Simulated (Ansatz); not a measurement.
`CB(C)[SeH]` + H₂O → `CB(O)[SeH]` + CH₄  (formal hydrolysis of a B–C bond)

Isolated molecules relaxed with PBE0-D4/def2-TZVP in Ansatz; ΔE leaves out vibrations. CBS: MP2 limit from def2 TZ/QZ plus the TZ coupled-cluster correction, frozen cores. This one scheme is used for every species. Functionals use def2-TZVPP. HSE06 is defined as in plane-wave codes. For Se outer-core shells are correlated without core-valence functions, which leaves a few kJ/mol of doubt a bond. Scalar relativity is left out up to krypton. One conformer a species, not always the lowest.

Q: Is it downhill or uphill in electronic energy at CCSD(T)/CBS, and by how much? (An estimate is asked.)

A: Computed: Downhill: ΔE = -116.6 kJ/mol.

Q: What do these levels give: LDA (SPW92), HSE06-D4, BHLYP-D4, ωB97X-V, PBE, r2SCAN, r2SCAN0, BHLYP, LC-ωPBE, RPA@PBE/def2-TZVPP, CCSD(T)/def2-SVP, MP2/def2-TZVPP? (Best estimate.)

A: Ansatz gave: LDA (SPW92) -123.4, HSE06-D4 -119.1, BHLYP-D4 -127.8, ωB97X-V -124.1, PBE -122.0, r2SCAN -126.2, r2SCAN0 -124.9, BHLYP -131.4, LC-ωPBE -123.8, RPA@PBE/def2-TZVPP -120.9, CCSD(T)/def2-SVP -144.5, MP2/def2-TZVPP -120.4 kJ/mol.

Largest T1 diagnostic among the species: 0.011.

The D4 term adds +4.3 kJ/mol with B3LYP and +2.5 kJ/mol with PBE0; it sums over pairs of atoms, weighted by their polarisabilities, and B3LYP, whose exchange is more repulsive, gets the larger term. Leaving LDA and LC-ωPBE aside and taking each functional with its dispersion term where it has one, the values, not all of them listed here, spread over 13.0 kJ/mol, from CAM-B3LYP-D4 to revPBE-D4. In def2-TZVPP, CCSD(T) changes the Hartree–Fock value by +13.3 kJ/mol (the triples alone add +0.8 kJ/mol) and MP2 by +14.2 kJ/mol.

B3LYP here is the variant with VWN-RPA as its local correlation; programs differ in this.
